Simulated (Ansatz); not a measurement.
Ba₃⁺, relaxed as a doublet with UKS r2SCAN/def2-TZVP in Ansatz, starting from the GFN1-xTB geometry. Force threshold 0.02 eV/Å.

In the def2 sets Ba takes a core potential; there is no spin–orbit coupling. The charge 1 doublet is spin-contaminated (final ⟨S²⟩ up to 1.94, 0.75 for a pure state). The structure comes from a short search, and lower isomers may exist.

Start:

```tsv
atom	x (Å)	y (Å)	z (Å)
Ba1	2.869	0.340	-0.145
Ba2	-2.064	0.038	2.026
Ba3	-0.805	-0.378	-1.881
```

| step | energy (eV) | largest force component (eV/Å) | SCF passes |
| --- | --- | --- | --- |
| 1 | -2075.0082 | 0.147 | 76 |
| 2 | -2075.0634 | 0.122 | 38 |
| 3 | -2075.1171 | 0.082 | 39 |
| 4 | -2075.1239 | 0.052 | 56 |
| 5 | -2075.1277 | 0.024 | 45 |
| 6 | -2075.1277 | 0.032 | 40 |
| 7 | -2075.1282 | 0.007 | 38 |

Force components are those of the run's own axes.

End:

Cartesian coordinates in Å:
```
Ba 2.512 0.341 0.168
Ba -1.596 0.090 1.975
Ba -0.917 -0.431 -2.143
```

By distances, no bond broke or formed, bridged metal pairs apart. The bond that changes most is Ba1–Ba2, from 5.40 to 4.50 Å (atoms count from 1). Metal–metal contacts that move far: Ba1–Ba2 5.40 to 4.50 Å.

No frequencies were taken in this run, so the end may be a saddle point.

Hardware: 4 threads of Intel Xeon on a shared host. Wall time 45 s.
